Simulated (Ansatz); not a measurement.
Two members of one family (Same ligands, another metal), computed with Ansatz in the gas phase; def2 core potentials for Au, no spin–orbit coupling. Binding counts from free atoms in the multiplicity of their measured ground term, without zero-point energy. Names give formal oxidation states. A dash marks a value that wasn't run or was left out as unsound. The structures are stationary points that may keep the symmetry of their start. Remarks come from the PBE and PBE0 runs and from stability tests at other levels; not every state was tested. HOMO above LUMO (over both spins in singlets and doublets, within one spin in higher multiplets; at PBE or PBE0), or a gap under 0.15 eV within one spin, warns that the state may not be the lowest or that an electron is smeared out.

First: Au(PH3)Cl (singlet, charge 0, PBE-D4/def2-TZVP geometry).

```tsv
atom	x (Å)	y (Å)	z (Å)
Au1	-0.963	0.147	1.063
P2	0.518	-0.080	-0.573
H3	1.899	-0.122	-0.243
H4	0.566	0.908	-1.592
H5	0.453	-1.237	-1.393
Cl6	-2.473	0.385	2.737
```

```
               level  HOMO (eV)  LUMO (eV)  gap (eV)  vertical IE (eV)  vertical triplet (eV)  binding per atom (eV)
     PBE-D4/def2-SVP      -5.98      -1.38      4.60                 –                      –                   2.60
    PBE-D4/def2-TZVP      -6.22      -1.70      4.52              9.53                   5.28                   2.65
 r2SCAN-D4/def2-TZVP      -6.47      -1.47      5.00              9.59                   5.42                   2.66
    PBE0-D4/def2-SVP      -7.22      -0.63      6.58                 –                      –                   2.54
r2SCAN0-D4/def2-TZVP      -7.62      -0.79      6.83                 –                      –                   2.60
```

Metal–donor distances: 1 × P 2.22 Å, 1 × Cl 2.27 Å. Remarks: gap within one spin near zero at PBE or PBE0 (+1 doublet), gap within one spin near zero at PBE or PBE0 (triplet).

Second: Cu(PH3)Cl (singlet, charge 0, PBE-D4/def2-TZVP geometry).

Cartesian coordinates in Å:
```
Cu -0.908 -0.314 1.059
P 0.452 0.157 -0.527
H 1.843 0.248 -0.253
H 0.313 1.386 -1.228
H 0.533 -0.701 -1.657
Cl -2.233 -0.776 2.605
```

Estimate how these quantities change from the first to the second (second minus first).


| level | Δ HOMO (eV) | Δ LUMO (eV) | Δ gap (eV) | Δ vertical IE (eV) | Δ vertical triplet (eV) | Δ binding per atom (eV) |
| --- | --- | --- | --- | --- | --- | --- |
| PBE-D4/def2-SVP | 0.70 | 0.11 | -0.60 | – | – | 0.11 |
| PBE-D4/def2-TZVP | 0.39 | -0.09 | -0.49 | -0.30 | -0.40 | 0.02 |
| r2SCAN-D4/def2-TZVP | 0.42 | -0.12 | -0.54 | -0.33 | -0.62 | 0.03 |
| PBE0-D4/def2-SVP | 0.62 | 0.18 | -0.44 | – | – | 0.08 |
| r2SCAN0-D4/def2-TZVP | 0.34 | -0.04 | -0.38 | – | – | 0.01 |

Metal–donor distances: 1 × P 2.14 Å, 1 × Cl 2.09 Å. Remarks: gap within one spin near zero at PBE or PBE0 (+1 doublet).
